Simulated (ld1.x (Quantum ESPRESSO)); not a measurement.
## Si: excitation energies, all-electron against RRKJ

* Element: silicon (Si)
* Generator: ld1.x (Quantum ESPRESSO) 7.5
* Type: norm-conserving RRKJ (Kleinman–Bylander form)
* Functional: PBE
* Relativity: non-relativistic
* Frozen core: [Ne]
* Valence charge: 4
* Reference configuration: 3s1.75 3p2.25
* Partial waves: 3s (bound): rc 1.85 bohr; 3p (bound): rc 2.20 bohr
* Local potential: the p channel
* Core correction: a·sin(br)/r model core, default radius (core density twice the valence density)
* rho0: 0.01

Energies are relative to the spin-unpolarised reference configuration 3s1.75 3p2.25; without spin polarisation the order of configurations can differ from experiment.

```tsv
valence configuration	charge	ΔE all-electron (eV)	error AE − PS (meV)
3s2 3p2	0	-1.675	0.0
3s2 3p1	+1	6.076	+1.3
3s2 3p0	+2	22.081	+12
3s1 3p3	0	5.084	+0.6
3s2 3p2.3	-0.3	-2.608	+0.2
3s0 3p4	0	11.989	+3.6
```

Problem. What are ΔE and the potential's error for 3s1 3p0?

Solution. ΔE = 55.983 eV all-electron; the error (AE − PS) is +65 meV.

Levels in the configuration 3s2 3p2.3:

| level | all-electron (eV) | pseudo (eV) |
| --- | --- | --- |
| 3s | -8.659 | -8.660 |
| 3p | -2.160 | -2.161 |
